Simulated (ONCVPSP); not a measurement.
# Cu (Z = 29): from the effect back to the setting (ONCV)

Base potential:

Cu, optimised norm-conserving Vanderbilt (ONCV), made with ONCVPSP 4.0.1 (LDA (Perdew-Wang 92), scalar-relativistic). Core [Ne], reference 3s2 3p6 3d9 4s2. Waves: 3s+4s: rc 1.15 bohr, ncon 3, nbas 7, qcut 10.7 1/bohr, 2 projectors; 3p: rc 0.75 bohr, ncon 3, nbas 6, qcut 10.6 1/bohr, 2 projectors, debl 3.4 Ha; 3d: rc 0.70 bohr, ncon 4, nbas 7, qcut 12.8 1/bohr, local. Local part: the d channel. Core correction: none.

Cutoffs, loose and tight: the cutoffs (Ha) at which the residual kinetic energy of the hardest occupied pseudo-wave falls to 1 and 0.1 mHa per electron. They do not see the model core or the augmentation charge, which bear on the density cutoff. Test errors are all-electron minus pseudo excitation energies from the reference, over the configurations 3s2 3p6 3d10 4s1; 3s2 3p6 3d10 4s0; 3s2 3p6 3d9 4s0; 3s2 3p6 3d7 4s0; variants that change the core or the reference have their own tests.

Only the qcut of the d channel is moved:

```tsv
qcut of the d channel (1/bohr)	cutoff, loose	cutoff, tight	bound ghosts	largest test error (meV)
7.5	377 Ha	518 Ha	s	-34
8.9	375 Ha	513 Ha	s	-33
10.4	369 Ha	500 Ha	s	-31
13.7	337 Ha	391 Ha	none	-24
15	310 Ha	370 Ha	none	-20
16.4	193 Ha	349 Ha	none	-18
17.9	150 Ha	307 Ha	none	-15
19.5	162 Ha	189 Ha	none	-13
```

Question: One more run gave cutoff, loose: 358 Ha; cutoff, tight: 478 Ha; bound ghosts: s, p; largest test error (meV): -24. Which value of the qcut of the d channel was used?

Answer: 11.9 1/bohr. The tight cutoff moves one way along this sweep, from 518 Ha at 7.5 to 189 Ha at 19.5 1/bohr, which places the run between 10.4 and 13.7 1/bohr.
